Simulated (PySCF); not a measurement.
Species: C5H10NPSi.
SMILES: `N#CC[C@@H]1C[C@@H]1[SiH2]P`

Computed with TDDFT wB97X-D/def2-SVPD, vertical, gas phase, core orbitals frozen in the response (PySCF). Geometry: GFN2-xTB, one conformer, isolated molecule. Torsions of this conformer, `[N:1]#[C:2][CH2:3][C@@H:4]1[CH2:5][C@@H:6]1[SiH2:7][PH2:8]`: C2–C3–C4–C5 -90°, C5–C6–Si7–P8 -127°, H–P8–Si7–C6 -69°, H–P8–Si7–C6 -162°.

```tsv
state	E (eV)	ν̃ (cm⁻¹)	f	main configurations (H = HOMO, L = LUMO)
S1	6.58	53090	0.016	H→L+2 (57%), H→L+1 (29%)
S2	6.95	56090	0.049	H→L (48%), H→L+1 (33%), H→L+2 (10%)
S3	7.21	58180	0.259	H→L (32%), H→L+1 (28%), H→L+2 (17%)
S4	7.40	59680	0.012	H→L+3 (72%)
S5	7.81	63020	0.022	H→L+6 (33%), H→L+4 (30%), H→L+9 (16%)
S6	7.86	63380	0.0073	H-4→L+3 (10%), H-1→L (8%)
S7	8.01	64620	0.022	H-1→L+1 (57%), H-1→L (20%)
S8	8.07	65050	0.035	H-1→L (37%), H-1→L+1 (22%), H-1→L+3 (9%)
```

Triplets, Tamm–Dancoff:

```
state  E (eV)  λ (nm)  main configurations (H = HOMO, L = LUMO)
   T1    5.89   210.6       H→L+2 (38%), H→L+1 (34%), H→L (10%)
   T2    6.00   206.7       H→L+2 (33%), H→L (28%), H→L+7 (13%)
   T3    6.61   187.5                             H-4→L+8 (15%)
```

The lowest singlet lies at 6.58 eV (188 nm, vacuum ultraviolet) and is weak; its leading configuration is HOMO→LUMO+2 (57%). The most intense listed level is S3 at 7.21 eV (172 nm, f = 0.259), 0.63 eV above S1. Löwdin shares by element: HOMO phosphorus 61%, silicon 14%, hydrogen 12% or more; LUMO silicon 29%, phosphorus 16%, hydrogen 16% or more (atoms not listed hold the other 39%). Of the 8 states listed, 7 reach f = 0.01 and none stays under 0.0005. Orbital energies (eV): HOMO-3 -11.28, HOMO-2 -10.76, HOMO-1 -10.39, HOMO -9.52, LUMO 1.68, LUMO+1 1.75, LUMO+2 1.97. The listed states span 1.48 eV, and the widest gap between neighbours is 0.41 eV (S4 to S5). The window holds the lowest 8 singlets.

On Arm Neoverse N1, one thread, shared host with 64 logical CPUs at a one-minute load of 54, this took 2.1 min and 1.1 GiB of memory at its peak.
